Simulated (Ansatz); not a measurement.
C$_{2}$H$_{5}$NSe, SMILES `C1NC[Se]1`, charge 0, multiplicity 1.

Problem. Give a relaxed structure at PBE0-D4/def2-TZVP (Ansatz 0.2.0). (Estimate.)

Solution. Ansatz gave: 
Cartesian coordinates in Å:
```
C 0.8231 -0.6832 0.4033
N 0.4334 0.6678 0.0248
C -0.9918 0.5184 -0.2335
Se -1.0511 -1.1921 0.7465
H 1.4565 -0.7322 1.2897
H 1.2511 -1.2907 -0.4011
H 0.9543 1.0389 -0.7596
H -1.2658 0.3755 -1.2841
H -1.6097 1.2977 0.2140
```
Point group Cs.
This is one stationary point; other conformers may exist.
